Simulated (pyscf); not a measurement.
cyclic H₆Si₄ (SMILES [SiH]1=[SiH][SiH2][SiH2]1), singlet

Gas-phase minimum from PySCF at ωB97X-D3(BJ)/def2-SVP, one conformer. 

```xyz
10

Si     0.7814     1.7072    -1.1915
Si    -0.4773     1.9616     0.5049
Si    -0.2035    -0.2285     1.1756
Si     1.1952    -0.5064    -0.6917
H      1.2431     2.5945    -2.2925
H     -1.2542     3.0980     1.0686
H     -1.4377    -1.0685     1.1531
H      0.4737    -0.4226     2.4921
H      2.6124    -0.8378    -0.3584
H      0.7028    -1.4992    -1.6923
```

Bonded distances (Å): Si1–Si2 2.128, Si1–Si4 2.307, Si1–H5 1.488, Si2–Si3 2.307, Si2–H6 1.488, Si3–Si4 2.350, Si3–H7 1.493, Si3–H8 1.493, Si4–H9 1.493, Si4–H10 1.493. Angles (°): Si2–Si1–Si4 92.8, Si2–Si1–H5 134.6, Si4–Si1–H5 132.6, Si1–Si2–Si3 92.8, Si1–Si2–H6 134.6, Si3–Si2–H6 132.6, Si2–Si3–Si4 87.2, Si2–Si3–H7 115.6, Si2–Si3–H8 115.7, Si4–Si3–H7 114.4, Si4–Si3–H8 114.5, H7–Si3–H8 108.4, Si1–Si4–Si3 87.2, Si1–Si4–H9 115.6 (the first ones only).

Properties at ωB97X-D3(BJ)/def2-SVP:

* **Harmonic wavenumbers, unscaled**: 59, 261, 339, 355, 440, 464, 474, 491, 539, 590, 591, 605, 648, 656, 713, 751, 942, 953, 2233, 2236, 2239, 2243, 2259, 2267 cm⁻¹
* **Zero-point energy**: 33.4 kcal/mol
* **Rotational symmetry number**: 2
* **Entropy of this conformer at 298 K and 1 atm, rigid rotor and harmonic oscillator, modes under 100 cm⁻¹ raised to 100**: 336.3 J/(mol K)
* **Dipole moment**: 0.37 D

Single-point totals, which compare only within one level (frozen core for MP2 and CC):

| level | total energy (hartree) |
|---|---|
| ωB97X-D3(BJ)/def2-TZVP | -1161.67760 |
| PBE/def2-TZVP | -1160.96365 |
| r²SCAN/def2-TZVP | -1161.45649 |
| B3LYP-D3(BJ)/def2-TZVP | -1161.66699 |
| PBE0-D3(BJ)/def2-TZVP | -1161.08898 |
| M06-2X/def2-TZVP | -1161.46108 |
| ωB97M-D3(BJ)/def2-TZVP | -1161.72088 |
| HF/def2-TZVPP | -1159.19617 |
| MP2/def2-TZVPP | -1159.67539 |
| CCSD/def2-TZVPP | -1159.73826 |
| CCSD(T)/def2-TZVPP | -1159.76660 |

The CCSD(T) − MP2 part came from Ansatz, without density fitting, on the same reference.
